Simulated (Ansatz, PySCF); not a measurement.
This Ansatz (a quantum-chemistry and plane-wave program) input computes a CAM-B3LYP/def2-TZVPD energy:

Ansatz 0.2 input:
```yaml
crystal:
  periodic: [false, false, false]
  atoms:
    - {symbol: Se, position_ang: [0.00268077, -0.00487052, 0.64152137]}
    - {symbol: Cl, position_ang: [1.06113318, 1.27322066, -0.63633732]}
    - {symbol: Cl, position_ang: [-1.06649472, -1.26347963, -0.64670542]}
basis:
  gaussian:
    orbitals: def2-TZVPD
hamiltonian:
  xc: {name: CAM-B3LYP}
total_charge: 1
magnetization: {spin_polarized: true, initial_magnetization: 1}
output: {forces: true}
```

Question: Write an input for the same energy in PySCF and say what it gives.

Answer: 
```python
from pyscf import gto, scf, dft

mol = gto.M(
    atom='''
    Se    0.00268077   -0.00487052    0.64152137
    Cl    1.06113318    1.27322066   -0.63633732
    Cl   -1.06649472   -1.26347963   -0.64670542
    ''',
    basis='def2-tzvpd',
    charge=1,
    spin=1,
    verbose=4,
)

mf = dft.UKS(mol, xc='camb3lyp').density_fit(auxbasis='def2-universal-jkfit')
mf.grids.level = 3
mf.conv_tol = 1e-9
mf.max_cycle = 100
mf.max_memory = 1500
mf.kernel()
if not mf.converged:
    mf = mf.newton()
    mf.kernel(mf.make_rdm1())
for _ in range(2):
    mo, _, stable, _ = mf.stability(return_status=True)
    if stable:
        break
    mf.kernel(mf.make_rdm1(mo, mf.mo_occ))
mf.analyze()
```
It gives -3321.79663 Eh, and Ansatz -3321.79659 Eh, a difference of 0.04 mEh, from the treatment of integrals and grids.
